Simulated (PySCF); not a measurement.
**Worked example: chemical shift, span and skew from a shielding tensor**

GaF3, SMILES [F][Ga]([F])[F]. Atoms are numbered in the order given.

```xyz
4

Ga     0.0000     0.0000     0.0000
F     -1.7335     0.0000     0.0000
F      0.8667    -1.5012     0.0000
F      0.8667     1.5012     0.0000
```
Charge 0, spin multiplicity 1.

Geometry: B3LYP-D3(BJ)/def2-SVP. The isomer is the one that the SMILES or the coordinates give; other isomers of the formula were not compared.

GIAO shieldings from PySCF with B3LYP/pcSseg-2, non-relativistic, no solvent. The symmetric part of the tensor of F2 has the principal values 291.1, 366.9, 442.4 ppm. The same nucleus in CFCl3 has σ = 159.6 ppm at this level (PySCF, at its B3LYP-D3(BJ)/def2-TZVP geometry).

Problem. Work out the isotropic shielding, the ¹⁹F shift against CFCl3, the span and the skew.

Solution. 
σ(iso) = (σ11 + σ22 + σ33)/3 = 366.8 ppm. δ = σ(ref) − σ(iso) = 159.6 − (366.8) = -207.2 ppm.
Span Ω = σ33 − σ11 = 151.3 ppm. Skew κ = 3(σ(iso) − σ22)/Ω = 0.00. Tumbling in solution averages the tensor to δ; in a static solid the shielding alone would spread this spin-1/2 line over Ω.
